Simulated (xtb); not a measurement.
F4Te, triplet, geometry from GFN2-xTB (a higher spin typed on purpose: for a closed-shell molecule this is an excited state); GFN0-xTB run with xtb 6.7.1.

Here is a job for xtb.
```
$ xtb mol.xyz --gfn 0 --uhf 2 --etemp 10 --json

# file mol.xyz
5

Te    -0.01212984     0.00717280     0.04829380
F     -0.14724257     1.81387706     1.04877868
F      0.21441232    -1.52023906    -1.22691457
F     -0.48009114    -1.44291290     1.44888990
F      0.48300493     1.10783207    -1.54978487
```

Output, abridged:

```
   ID    Z sym.   atoms
    1   52 Te     1
    2    9 F      2-5

           -------------------------------------------------
          |                Calculation Setup                |
           -------------------------------------------------

           -------------------------------------------------
          |                 G F N 0 - x T B                 |
           -------------------------------------------------

          ...................................................
          :                      SETUP                      :
          :.................................................:
          :  # basis functions                  26          :
          :  # atomic orbitals                  25          :
          :  # shells                           11          :
          :  # electrons                        34          :
          :  electronic temp.           10.0000000     K    :
          :  accuracy                    1.0000000          :
          :  -> integral cutoff          0.2500000E+02      :
          :  -> integral neglect         0.1000000E-07      :
          ...................................................

         :::::::::::::::::::::::::::::::::::::::::::::::::::::
         ::                     SUMMARY                     ::
         :::::::::::::::::::::::::::::::::::::::::::::::::::::
         :: total energy             -18.550264665076 Eh    ::
         :: gradient norm              0.023307587905 Eh/a0 ::
         :: HOMO-LUMO gap              5.334329910000 eV    ::
         ::.................................................::
         :: H0 energy                -18.463580955725 Eh    ::
         :: repulsion energy           0.009672840104 Eh    ::
         :: electrostat energy        -0.095354793112 Eh    ::
         :: -> Gsolv                   0.000000000000 Eh    ::
         ::    -> Gsasa                0.000000000000 Eh    ::
         ::    -> Gshift               0.000000000000 Eh    ::
         :: dispersion energy         -0.001001756342 Eh    ::
         :: short-range corr.          0.000000000000 Eh    ::
         :: add. restraining           0.000000000000 Eh    ::
         :: total charge               0.000000000000 e     ::
         :::::::::::::::::::::::::::::::::::::::::::::::::::::

           -------------------------------------------------
          |                Property Printout                |
           -------------------------------------------------

    * Orbital Energies and Occupations

         #    Occupation            Energy/Eh            Energy/eV
      -------------------------------------------------------------
         1        2.0000           -0.8372202             -22.7819
       ...           ...                  ...                  ...
         6        2.0000           -0.4687565             -12.7555
         7        2.0000           -0.4686894             -12.7537
         8        2.0000           -0.4685314             -12.7494
         9        2.0000           -0.4461262             -12.1397
        10        2.0000           -0.4439549             -12.0806
        11        2.0000           -0.4436299             -12.0718
        12        2.0000           -0.4433760             -12.0649
        13        2.0000           -0.4418604             -12.0236
        14        2.0000           -0.4417014             -12.0193
        15        2.0000           -0.4415092             -12.0141
        16        2.0000           -0.4408985             -11.9975
        17        1.0000           -0.3997850             -10.8787
        18        1.0000           -0.3944654             -10.7339 (HOMO)
        19                         -0.1984324              -5.3996 (LUMO)
        20                         -0.1491259              -4.0579
        21                          0.0505334               1.3751
        22                          0.0554420               1.5087
        23                          0.1487651               4.0481
        24                          0.3354528               9.1281
        25                          1.0990176              29.9058
      -------------------------------------------------------------
                  HL-Gap            0.1960330 Eh            5.3343 eV
             Fermi-level            0.0000000 Eh            0.0000 eV

     #   Z          covCN         q      C6AA      α(0)
     1  52 Te       2.840     0.779   373.029    35.590
     2   9 F        0.704    -0.196    11.254     3.866
     3   9 F        0.716    -0.193    11.225     3.860
     4   9 F        0.704    -0.196    11.254     3.866
     5   9 F        0.716    -0.193    11.225     3.860

 Mol. C6AA /au·bohr⁶  :       1027.424824
 Mol. C8AA /au·bohr⁸  :      60720.479343
 Mol. α(0) /au        :         51.041628

Wiberg/Mayer (AO) data.
largest (>0.10) Wiberg bond orders for each atom

 ---------------------------------------------------------------------------
     #   Z sym  total        # sym  WBO       # sym  WBO       # sym  WBO
 ---------------------------------------------------------------------------
     1  52 Te   3.392 --     5 F    0.897     3 F    0.897     2 F    0.799
                             4 F    0.799
     2   9 F    1.145 --     1 Te   0.799     4 F    0.143     5 F    0.127
     3   9 F    1.225 --     1 Te   0.897     4 F    0.127     5 F    0.124
     4   9 F    1.145 --     1 Te   0.799     2 F    0.143     3 F    0.127
     5   9 F    1.225 --     1 Te   0.897     2 F    0.127     3 F    0.124
 ---------------------------------------------------------------------------

Topologies differ in total number of bonds
Writing topology from bond orders to xtbtopo.mol

 dipole moment from electron density (au)
     X       Y       Z
  -0.0301   0.0178   0.1198  total (Debye):    0.317

           -------------------------------------------------
          | TOTAL ENERGY              -18.550264665076 Eh   |
          | GRADIENT NORM               0.023307587905 Eh/α |
          | HOMO-LUMO GAP               5.334329910000 eV   |
           -------------------------------------------------

normal termination of xtb
```
